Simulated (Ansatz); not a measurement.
Reaction (redistribution): `N[SiH2][SiH2]CO` + `ClB[SeH]` → `N[SiH2][SiH2][SeH]` + `OCBCl`

Calculated with Ansatz (gas phase, PBE0-D4/def2-TZVP geometries, no zero-point term in ΔE). CCSD(T)/CBS is the MP2 limit (def2-TZVPP, def2-QZVPP) plus CCSD(T) − MP2 in def2-TZVPP, frozen cores. Functionals use def2-TZVPP. B3LYP here is the variant with VWN-RPA as its local correlation; programs differ in this. For Se outer-core shells are correlated without core-valence functions, which leaves a few kJ/mol of doubt a bond. Scalar relativity is left out up to krypton. Each species was taken in one conformer, which may not be the lowest.

```json
{"level": "r2SCAN-D4", "ΔE (kcal/mol)": "-5.1", "difference from CCSD(T)/CBS": "0.1"}
{"level": "PBE0-D4", "ΔE (kcal/mol)": "-5.9", "difference from CCSD(T)/CBS": "-0.7"}
{"level": "B2PLYP", "ΔE (kcal/mol)": "-4.5", "difference from CCSD(T)/CBS": "0.7"}
{"level": "PBE", "ΔE (kcal/mol)": "-4.1", "difference from CCSD(T)/CBS": "1.1"}
{"level": "r2SCAN", "ΔE (kcal/mol)": "-5.0", "difference from CCSD(T)/CBS": "0.2"}
{"level": "PBE0", "ΔE (kcal/mol)": "-5.4", "difference from CCSD(T)/CBS": "-0.2"}
{"level": "B3LYP", "ΔE (kcal/mol)": "-4.6", "difference from CCSD(T)/CBS": "0.6"}
{"level": "HF/def2-TZVPP", "ΔE (kcal/mol)": "-6.9", "difference from CCSD(T)/CBS": "-1.7"}
{"level": "SCS-MP2/def2-TZVPP", "ΔE (kcal/mol)": "-4.1", "difference from CCSD(T)/CBS": "1.1"}
{"level": "CCSD/def2-TZVPP", "ΔE (kcal/mol)": "-4.6", "difference from CCSD(T)/CBS": "0.6"}
{"level": "CCSD(T)/def2-TZVPP", "ΔE (kcal/mol)": "-4.1", "difference from CCSD(T)/CBS": "1.1"}
{"level": "HF/def2-QZVPP", "ΔE (kcal/mol)": "-7.0", "difference from CCSD(T)/CBS": "-1.8"}
{"level": "MP2/def2-QZVPP", "ΔE (kcal/mol)": "-5.1", "difference from CCSD(T)/CBS": "0.1"}
{"level": "SCS-MP2/def2-QZVPP", "ΔE (kcal/mol)": "-4.8", "difference from CCSD(T)/CBS": "0.4"}
{"level": "HF/CBS(def2)", "ΔE (kcal/mol)": "-7.0", "difference from CCSD(T)/CBS": "-1.8"}
{"level": "MP2/CBS(def2)", "ΔE (kcal/mol)": "-5.6", "difference from CCSD(T)/CBS": "-0.4"}
{"level": "CCSD(T)/CBS", "ΔE (kcal/mol)": "-5.2", "difference from CCSD(T)/CBS": "0"}
```

Largest T1 diagnostic among the species: 0.012.

From PBE to PBE0 (25 % exact exchange), in def2-TZVPP and without D4, ΔE moves by −1.3 kcal/mol. The D4 term adds −0.9 kcal/mol with B3LYP and −0.4 kcal/mol with PBE0; it sums over pairs of atoms, weighted by their polarisabilities, and B3LYP, whose exchange is more repulsive, gets the larger term. In def2-TZVPP, CCSD(T) changes the Hartree–Fock value by +2.8 kcal/mol (the triples alone add +0.5 kcal/mol) and MP2 by +2.5 kcal/mol.
